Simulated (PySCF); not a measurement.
Calculation: PBE0-D3(BJ)/def2-TZVP run with PySCF. All species are isolated molecules in the gas phase. 

Reference species (SMILES): `[Si@@H]1([SiH2]C1)[SiH3]` (neutral, multiplicity 1).

```json
{
 "LUMO": "-0.49 eV",
 "HOMO": "-6.67 eV"
}
```

Changed species: `[SiH3]/C=[SiH]\[SiH3]`.

Problem. Give the shifts of the LUMO and HOMO.

Solution. the LUMO decreases by 1.49 eV, to -1.98 eV; the HOMO falls by 0.16 eV, to -6.83 eV.
